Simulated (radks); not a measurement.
Problem. Kr24+, configuration [Ne] 3s2. All-electron calculation, scalar-relativistic Kohn-Sham, PBE, spin-unpolarised, spherical densities, point nucleus. Program: a radial shooting solver on a logarithmic mesh with Libxc functionals. Some entries of the table are withheld. Estimate them.

orbital,occ.,eigenvalue (hartree),<r^2> (bohr^2)
1s,2,-561.9489,0.002316
2s,2,(1),(2)
2p,6,(3),0.03002
3s,2,-41.61827,0.2261

Solution. 
(1) 2s eigenvalue (hartree): -108.1159
(2) 2s <r^2> (bohr^2): 0.03830
(3) 2p eigenvalue (hartree): -100.5876
